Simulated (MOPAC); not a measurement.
Input file for MOPAC: PM6 on ClH5Si (a complex), monomers drawn apart or pushed together.

```
PM6 1SCF PRECISE CHARGE=0 THREADS=1
ClH5Si

Cl    -0.06853986 1    -0.33803311 1    -0.32481316 1
H     -0.67544480 1    -1.32229006 1     0.22906320 1
Si     0.06141638 1     0.36588420 1     4.90234792 1
H      0.87731262 1     1.47540972 1     4.36548158 1
H     -1.31958988 1     0.45694671 1     4.37736533 1
H      0.02620987 1     0.44350257 1     6.38111738 1
H      0.65103737 1    -0.93102723 1     4.49899267 1
```

Output:

```
*******************************************************************************
 **                                                                           **
 **                              MOPAC v23.2.5                                **
 **                                                                           **
 *******************************************************************************
 ** MOPAC's Digital Object Identifier: https://doi.org/10.5281/zenodo.6511958 **
 **                                                                           **
 ** Please cite the open-source release paper for use of this MOPAC version:  **
 ** J. E. Moussa and J. J. P. Stewart (2026)                                  **
 ** MOPAC: An open-source semiempirical molecular orbital program             **
 ** J. Open Source Softw., 11(119), 8025, https://doi.org/10.21105/joss.08025 **
 *******************************************************************************

                              PM6 CALCULATION RESULTS

 *******************************************************************************
 *  PM6        - The PM6 Hamiltonian to be used
 *
 *
 *
 *                 CHARGE ON SYSTEM = 0
 *
 *
 *
 *  PRECISE    - TIGHTER CRITERIA TO BE USED
 *  1SCF       - DO 1 SCF AND THEN STOP
 *  THREADS=1  - MULTI-THREADING NOT USED
 *  T=         - A TIME OF 172800.0 SECONDS REQUESTED
 *  DUMP=N     - RESTART FILE WRITTEN EVERY 7200.0 SECONDS REQUESTED
 *******************************************************************************
PM6 1SCF PRECISE CHARGE=0 THREADS=1
 ClH5Si

   ATOM   CHEMICAL          X               Y               Z
  NUMBER   SYMBOL      (ANGSTROMS)     (ANGSTROMS)     (ANGSTROMS)

     1      Cl         -0.06853986  *  -0.33803311  *  -0.32481316  *
     2       H         -0.67544480  *  -1.32229006  *   0.22906320  *
     3      Si          0.06141638  *   0.36588420  *   4.90234792  *
     4       H          0.87731262  *   1.47540972  *   4.36548158  *
     5       H         -1.31958988  *   0.45694671  *   4.37736533  *
     6       H          0.02620987  *   0.44350257  *   6.38111738  *
     7       H          0.65103737  *  -0.93102723  *   4.49899267  *



          CARTESIAN COORDINATES

    NO.       ATOM           X           Y           Z

     1        Cl         -0.0685     -0.3380     -0.3248
     2         H         -0.6754     -1.3223      0.2291
     3        Si          0.0614      0.3659      4.9023
     4         H          0.8773      1.4754      4.3655
     5         H         -1.3196      0.4569      4.3774
     6         H          0.0262      0.4435      6.3811
     7         H          0.6510     -0.9310      4.4990

 General Reference for PM6:
 "Optimization of Parameters for Semiempirical Methods V: Modification of NDDO Approximations
 and Application to 70 Elements", J. J. P. Stewart, J. Mol. Mod., 13, 1173-1213 (2007)
 URL: https://link.springer.com/article/10.1007/s00894-007-0233-4

           Empirical Formula: H5 Cl Si  =     7 atoms



      MOLECULAR POINT GROUP   :   C1


      RHF CALCULATION, NO. OF DOUBLY OCCUPIED LEVELS = 8


 -------------------------------------------------------------------------------
 PM6 1SCF PRECISE CHARGE=0 THREADS=1
 ClH5Si



     1SCF WAS SPECIFIED, SO BFGS WAS NOT USED
     SCF FIELD WAS ACHIEVED


                              PM6 CALCULATION
                                                       MOPAC v23.2.5 Linux




          FINAL HEAT OF FORMATION =        -24.68853 KCAL/MOL =    -103.29680 KJ/MOL


          COSMO AREA              =        131.99 SQUARE ANGSTROMS
          COSMO VOLUME            =        110.23 CUBIC ANGSTROMS

          IONIZATION POTENTIAL    =         11.593672 EV
          HOMO LUMO ENERGIES (EV) =        -11.594  0.816
          NO. OF FILLED LEVELS    =          8
          MOLECULAR WEIGHT        =         68.5780         POINT GROUP:  C1

          MOLECULAR DIMENSIONS (Angstroms)

            Atom       Atom       Distance
            H     6   Cl     1     6.75198
            H     4    H     2     2.74072
            H     7    H     5     2.41145


          SCF CALCULATIONS        =          1





   ATOM   CHEMICAL          X               Y               Z
  NUMBER   SYMBOL      (ANGSTROMS)     (ANGSTROMS)     (ANGSTROMS)

     1      Cl         -0.06853986  *  -0.33803311  *  -0.32481316  *
     2       H         -0.67544480  *  -1.32229006  *   0.22906320  *
     3      Si          0.06141638  *   0.36588420  *   4.90234792  *
     4       H          0.87731262  *   1.47540972  *   4.36548158  *
     5       H         -1.31958988  *   0.45694671  *   4.37736533  *
     6       H          0.02620987  *   0.44350257  *   6.38111738  *
     7       H          0.65103737  *  -0.93102723  *   4.49899267  *

                             CARTESIAN COORDINATES

   1   Cl       -0.068539860    -0.338033110    -0.324813160
   2    H       -0.675444800    -1.322290060     0.229063200
   3   Si        0.061416380     0.365884200     4.902347920
   4    H        0.877312620     1.475409720     4.365481580
   5    H       -1.319589880     0.456946710     4.377365330
   6    H        0.026209870     0.443502570     6.381117380
   7    H        0.651037370    -0.931027230     4.498992670


           Empirical Formula: H5 Cl Si  =     7 atoms



      MOLECULAR POINT GROUP   :   C1


                  EIGENVALUES
 -27.00225 -19.42617 -16.38094 -11.80830 -11.80376 -11.78842 -11.59997 -11.59367
   0.81574   0.82352   0.82646   1.51324   1.51774   2.17442   2.94800   4.50129
   4.51032   4.53082  88.75441  88.92223  88.92227  89.80121  89.80129


              NET ATOMIC CHARGES AND DIPOLE CONTRIBUTIONS

  ATOM NO.   TYPE          CHARGE      No. of ELECS.   s-Pop       p-Pop       d-Pop
    1         Cl          -0.219020        7.2190     1.98854     5.22873     0.00175
    2          H           0.219051        0.7809     0.78095
    3         Si           0.112608        3.8874     1.23267     2.14290     0.51182
    4          H          -0.025925        1.0259     1.02592
    5          H          -0.029232        1.0292     1.02923
    6          H          -0.027703        1.0277     1.02770
    7          H          -0.029779        1.0298     1.02978
 DIPOLE           X         Y         Z       TOTAL
 POINT-CHG.    -0.626    -1.011     0.583     1.325
 HYBRID        -0.050    -0.081     0.041     0.103
 SUM           -0.676    -1.092     0.625     1.428


          ATOMIC ORBITAL ELECTRON POPULATIONS

     Atom    s        px        py        pz      x^2-y^2     xz        z^2       yz        xy
    1 Cl   1.98854   1.82719   1.54555   1.85599   0.00019   0.00022   0.00010   0.00057   0.00068
    2  H   0.78095
    3 Si   1.23267   0.71357   0.71491   0.71442   0.11428   0.06231   0.17015   0.05169   0.11339
    4  H   1.02592
    5  H   1.02923
    6  H   1.02770
    7  H   1.02978

 **********************
 *                    *
 * JOB ENDED NORMALLY *
 *                    *
 **********************




 == MOPAC DONE ==
```

The run finished.

Cost: very roughly 0.05 core-seconds.
